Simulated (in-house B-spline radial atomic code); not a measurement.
What moves the levels of the cerium ion Ce⁺ ([Xe] 4f1 5d2)? Computed with a radial B-spline atomic code at the basis-set limit: Dirac-Hartree-Fock, average of configuration, Fermi nucleus of rms radius 4.8771 fm.

Baseline run (computed): total energy -8860.8872 hartree, 1s1/2 at -1495.051 hartree, 5d5/2 at -10.216 eV with <r> = 2.892 bohr.

Scaling the speed of light c (a factor of 100 is close to the non-relativistic limit):

```csv
c/c0,ΔE (hartree),5d5/2 level (eV),5d5/2 <r> (bohr)
0.9,-77.507,-10.1112,2.918
0.98,-13.36,-10.1973,2.897
1.02,12.482,-10.2335,2.888
1.5,170.05,-10.4739,2.833
100,294.3,-10.6884,2.789
```

Changing the nucleus:

```csv
nucleus,ΔE (eV)
Gaussian nucleus of rms radius 4.8771 fm,-0.0509
uniform spherical nucleus of rms radius 4.8771 fm,0.0164
Gaussian nucleus of rms radius 0.01 fm,-11.4
Fermi nucleus of rms radius 4.7796 fm,-0.409
Fermi nucleus of rms radius 4.9746 fm,0.415
```

A larger nucleus binds the electrons less, roughly as the density at the nucleus times the change of the nuclear <r²>. At equal rms radius the shape enters only through higher moments. A radius of 0.01 fm is nearly a point.

The nuclear charge is raised by 0.1. What does the Hellmann-Feynman theorem predict for the energy, and what is found?

dE/dZ ≈ -Σ<1/r>, which is -372.029 at the start and -372.942 at the end; their mean times 0.1 is -37.249 hartree, and the two runs differ by -37.248 hartree.
